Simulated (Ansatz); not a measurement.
Basis-set series for `[SiH3][As]1C[SiH2]1`. The species carries charge 0 and has multiplicity 1. Geometry: relaxed with PBE0-D4/def2-TZVP.

```json
{"functional": "PBE0-D4", "basis": "def2-SVP", "functions": "117", "energy (Eh)": "-2856.11671", "HOMO (eV)": "-7.01", "LUMO (eV)": "-0.25"}
{"functional": "PBE0-D4", "basis": "def2-TZVPP", "functions": "261", "energy (Eh)": "-2856.64279", "HOMO (eV)": "-6.98", "LUMO (eV)": "-0.45"}
{"functional": "ωB97M-V", "basis": "def2-SVP", "functions": "117", "energy (Eh)": "-2856.46555", "HOMO (eV)": "-8.95", "LUMO (eV)": "1.63"}
{"functional": "ωB97M-V", "basis": "def2-TZVPP", "functions": "261", "energy (Eh)": "-2856.99542", "HOMO (eV)": "-8.95", "LUMO (eV)": "1.27"}
```

Q: Give the rows for def2-QZVPP. (Estimate.)

A: Computed: 
| functional | basis | functions | energy (Eh) | HOMO (eV) | LUMO (eV) |
| --- | --- | --- | --- | --- | --- |
| PBE0-D4 | def2-QZVPP | 496 | -2856.71254 | -7.00 | -0.56 |
| ωB97M-V | def2-QZVPP | 496 | -2857.06230 | -8.96 | 0.95 |

Positive LUMOs are unbound and depend on the basis. Scalar relativity is left out up to krypton.
